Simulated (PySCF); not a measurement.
# `C#CC1=CC[C@@H](F)S1`, C₆H₅FS

Molfile (atoms numbered from 1):
```
C6H5FS
     RDKit          3D

 13 13  0  0  0  0  0  0  0  0999 V2000
    3.3890   -0.4492   -0.3593 C   0  0  0  0  0  0  0  0  0  0  0  0
    2.2043   -0.2719   -0.2717 C   0  0  0  0  0  0  0  0  0  0  0  0
    0.8288   -0.0192   -0.1622 C   0  0  0  0  0  0  0  0  0  0  0  0
   -0.1576   -0.9140   -0.0772 C   0  0  0  0  0  0  0  0  0  0  0  0
   -1.5418   -0.3575    0.0076 C   0  0  0  0  0  0  0  0  0  0  0  0
   -1.4291    1.1426    0.2803 C   0  0  1  0  0  0  0  0  0  0  0  0
   -1.6716    1.4009    1.6072 F   0  0  0  0  0  0  0  0  0  0  0  0
    0.2722    1.6699   -0.1360 S   0  0  0  0  0  0  0  0  0  0  0  0
    4.4196   -0.6274   -0.4363 H   0  0  0  0  0  0  0  0  0  0  0  0
    0.0080   -1.9772   -0.0764 H   0  0  0  0  0  0  0  0  0  0  0  0
   -2.1102   -0.8227    0.8166 H   0  0  0  0  0  0  0  0  0  0  0  0
   -2.0801   -0.5329   -0.9284 H   0  0  0  0  0  0  0  0  0  0  0  0
   -2.1361    1.7591   -0.2819 H   0  0  0  0  0  0  0  0  0  0  0  0
  1  2  3  0
  2  3  1  0
  3  4  2  0
  4  5  1  0
  5  6  1  0
  6  7  1  0
  6  8  1  0
  8  3  1  0
  1  9  1  0
  4 10  1  0
  5 11  1  0
  5 12  1  0
  6 13  1  6
M  END
```

Theory: PySCF 2.14.0, quadratic response B3LYP/6-31G first hyperpolarisability, Taylor convention, gas phase. Geometry: GFN2-xTB.

Question: Give the tensor of the static β(0;0,0) in the axes of these coordinates.

Answer: In au, Taylor convention; rows are the first index (the induced dipole):
```
      xx      yy     zz     xy     xz     yz
x  -14.6    -6.0  +26.3   -3.8  +32.9  -17.1
y   -3.8  +127.7   +6.3   -6.0  -17.1  +16.1
z  +32.9   +16.1  +38.6  -17.1  +26.3   +6.3
```
Norm of βᵢ = ⅓ Σⱼ (βᵢⱼⱼ + βⱼᵢⱼ + βⱼⱼᵢ): 157.0 au, hyper-Rayleigh value 66.1 au.
